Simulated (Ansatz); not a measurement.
Reaction (atomization): `O[SiH2][SiH2]Cl` → Cl• + 5 H• + O• + 2 Si•

Computed with Ansatz on PBE0-D4/def2-TZVP structures; ΔE is electronic, products minus reactants. CBS: MP2 limit from def2 TZ/QZ plus the TZ coupled-cluster correction, frozen cores. This one scheme is used for every species, atoms too. DFT in def2-TZVPP. Open shells (•) are unrestricted, without spin–orbit coupling. Spin–orbit coupling would lower the free atoms: a little for Cl, O, Si. One conformer a species, not always the lowest.

CCSD(T)/CBS gives +2882.7 kJ/mol.

Question: Another level gave +2813.8 kJ/mol. Which?
A. PBE0/def2-TZVPP
B. BLYP-D4/def2-TZVPP
C. B97M-V/def2-TZVPP
D. HF/def2-TZVPP

Answer: A. PBE0 2813.8, HF/def2-TZVPP 2127.0, BLYP-D4 2831.8, B97M-V 2885.3 kJ/mol.

Largest T1 diagnostic among the species: 0.012.

From BLYP to BHLYP (50 % exact exchange), in def2-TZVPP and without D4, ΔE moves by −15.3 kJ/mol: exact exchange takes away binding that semilocal exchange gives to molecules. In def2-TZVPP, CCSD(T) changes the Hartree–Fock value by +664.9 kJ/mol (the triples alone add +35.0 kJ/mol) and MP2 by +692.8 kJ/mol; breaking electron pairs costs correlation energy, which Hartree–Fock lacks.

For atomizations the MP2-based limit and the directly extrapolated one differ by several kJ/mol either way, and by 10 to 25 for some Ge, Se and Sn compounds, so smaller differences from it don't rank the levels.
